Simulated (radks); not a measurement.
Neutral chromium inside a hard spherical wall (all orbitals vanish at R), configuration held at [Ar] 3d5 4s1 and not refilled when levels cross. Calculated with a radial shooting solver on a logarithmic mesh with Libxc functionals: scalar-relativistic Kohn-Sham, PBE, spin-polarised, spherical densities, finite nucleus; open shells are filled with parallel spins first; Fermi nuclear charge, rms radius 3.6452 fm. Eigenvalues in eV for spin up, with the zero of energy where the potential of the charges vanishes at infinity; a dash marks a level that is unbound or too diffuse for the functional's potential to be trusted. A positive occupied level is held by the wall or, in an anion where self-interaction has pushed it up, behind a barrier. The pressure on the wall is -dE/dV.

R (bohr)  E (hartree)  kinetic (hartree)    e(3s)    e(3p)   e(4s)   e(3d)  e(4p, empty)  e(5s, empty)  pressure (GPa)
free      -1050.72524           1061.378  -74.777  -46.243  -4.468  -3.723        -1.220             -               0
20        -1050.72524           1061.378  -74.777  -46.243  -4.468  -3.723        -1.220             -        < 0.0001
12        -1050.72518           1061.378  -74.770  -46.236  -4.463  -3.716        -1.168         0.788        0.000967
10        -1050.72476           1061.382  -74.732  -46.198  -4.431  -3.680        -1.039         1.824          0.0120
8         -1050.72124           1061.407  -74.532  -45.998  -4.252  -3.494        -0.581         4.480           0.154
7         -1050.71382           1061.449  -74.230  -45.698  -3.956  -3.217         0.007         7.299           0.573
6         -1050.69234           1061.554  -73.576  -45.053  -3.248  -2.621         1.216        12.402            2.29
5         -1050.62707           1061.825  -72.143  -43.648  -1.458  -1.307         3.907        22.443            10.3
3.5       -1050.12675           1063.539  -65.950  -37.646   9.356   4.743        18.007        66.622             152
3         -1049.52029           1065.509  -61.218  -33.042  20.691   9.856        31.592        104.32             465
2         -1043.65639           1084.567  -35.430   -6.357  105.30  41.109        122.72        324.82            8870
